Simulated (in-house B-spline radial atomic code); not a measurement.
Se is squeezed into an impenetrable sphere of radius R (the orbitals vanish at R). Method: non-relativistic r2SCAN, spin-polarised, spherical fractional occupations, point nucleus. Calculated with an all-electron radial atomic-structure program (B-spline basis).

Energies in eV above the free atom in [Ar] 3d10 4s2 4p4:

| R (bohr) | highest level (eV) | [Ar] 3d10 4s2 4p4 | [Ar] 3d10 4s2 4p3 4d1 | [Ar] 3d10 4s1 4p5 |
| --- | --- | --- | --- | --- |
| 7.07 | -5.47 | 0.08201 | 9.195 | 10.45 |
| 6.13 | -5.17 | 0.3194 | 10.16 | 10.73 |
| 5.18 | -4.29 | 1.297 | 12.31 | 11.84 |
| 4.05 | -0.822 | 7.333 | 20.99 | 18.52 |
| 3.85 | 0.429 | 10.07 | 24.46 | 21.5 |
| 3.18 | 7.86 | 30.17 | 48.16 | 43.04 |
| 2.5 | 27.4 | 100.2 | 125 | 116.4 |
| 2.13 | 52.1 | 206.6 | 237 | 226 |
| 1.77 | 103 | 454.4 | 490.7 | 478.4 |
| 1.4 | 231 | 1173 | 1209 | 1202 |

Q: Does [Ar] 3d10 4s2 4p3 4d1 fall below [Ar] 3d10 4s2 4p4 under compression?

A: No, it stays above over the whole range.

Q: Does [Ar] 3d10 4s1 4p5 fall below [Ar] 3d10 4s2 4p4 under compression?

A: No, it stays above over the whole range.

The highest level is first positive in the row R = 3.85 bohr, pushed up by confinement above the zero of the free ion's potential. Each configuration is held fixed and needn't be the lowest in the sphere.
